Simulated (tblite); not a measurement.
Compound: C4H13ClSSi2.
Atom-mapped SMILES: `[CH3:1][CH2:2][CH2:3][Si@H:4]([Cl:5])[S:6][SiH2:7][CH3:8]` (hydrogens: H9, H10, H11 on C1; H12, H13 on C2; H14, H15 on C3; H16 on Si4; H17, H18 on Si7; H19, H20, H21 on C8)

The geometry is computed with GFN2-xTB (gas phase).

**Question.** List the bond lengths, angles and torsions at this level.

**Answer.** 
| bond | length (bohr) | order |
| --- | --- | --- |
| C1–C2 | 2.879 | single |
| C2–C3 | 2.885 | single |
| C3–Si4 | 3.578 | single |
| Si4–Cl5 | 3.824 | single |
| Si4–S6 | 4.052 | single |
| S6–Si7 | 4.085 | single |
| Si7–C8 | 3.568 | single |
| C1–H9, C1–H10, C1–H11 | 2.055 | single |
| C2–H12 | 2.063 | single |
| C2–H13 | 2.064 | single |
| C3–H14 | 2.065 | single |
| C3–H15 | 2.062 | single |
| Si4–H16 | 2.757 | single |
| Si7–H17 | 2.763 | single |
| Si7–H18 | 2.757 | single |
| C8–H19, C8–H20, C8–H21 | 2.052 | single |

Bonds in one row agree within 0.02 bohr and their mean is given. Orders are formal, as drawn. A selection of angles:
| angle | degrees |
| --- | --- |
| C2–C1–H9 | 110.4 |
| C2–C1–H10 | 110.7 |
| H9–C1–H10 | 108.5 |
| C1–C2–C3 | 111.5 |
| C1–C2–H12 | 109.3 |
| C1–C2–H13 | 109.5 |
| C3–C2–H12 | 109.6 |
| C3–C2–H13 | 109.4 |
| H12–C2–H13 | 107.5 |
| C2–C3–Si4 | 113.2 |
| C2–C3–H14 | 109.1 |
| C2–C3–H15 | 109.3 |
| Si4–C3–H14 | 109.5 |
| Si4–C3–H15 | 109.4 |
| H14–C3–H15 | 106.2 |
| C3–Si4–Cl5 | 110.4 |
| C3–Si4–S6 | 105.9 |
| C3–Si4–H16 | 113.8 |
| Cl5–Si4–S6 | 111.3 |
| Cl5–Si4–H16 | 106.8 |
| S6–Si4–H16 | 108.6 |
| Si4–S6–Si7 | 104.2 |
| S6–Si7–C8 | 104.8 |
| S6–Si7–H17 | 106.8 |
| S6–Si7–H18 | 108.0 |
| C8–Si7–H17 | 113.1 |
| C8–Si7–H18 | 113.0 |
| H17–Si7–H18 | 110.6 |
| Si7–C8–H19 | 110.9 |
| H19–C8–H20 | 108.1 |

Dihedral angles: C1–C2–C3–Si4 178° (antiperiplanar); C2–C3–Si4–Cl5 -56° (synclinal); C3–Si4–S6–Si7 176° (antiperiplanar); Si4–S6–Si7–C8 178° (antiperiplanar).

S6 (sulfur bonded to 2 Si) is bent (angle 104.2°). Si4 (chlorine-bound silicon) is distorted tetrahedral (angles from 105.9° to 113.8°). Of the pairs four or more bonds apart, Cl5···H12 is among the closest relative to their van der Waals radii: 3.06 Å, 104 % of the sum of Bondi's values. Si7 (SiH2 silicon) is distorted tetrahedral (angles from 104.8° to 113.1°).

Point group: C1 (no symmetry element, even within 0.4 Å). Its GFN2-xTB frequencies are all real (lowest 24 cm⁻¹). One conformer, not necessarily the lowest. 3 starts were optimised and ended at 0.00, 0.06 and 0.84 kcal/mol (GFN2-xTB); the lowest of these is shown.

On one thread of an Arm Neoverse V2, shared host with 32 logical CPUs at a one-minute load of 6.8, this took 1.2 s of wall time. That covers the optimisation of the geometry.
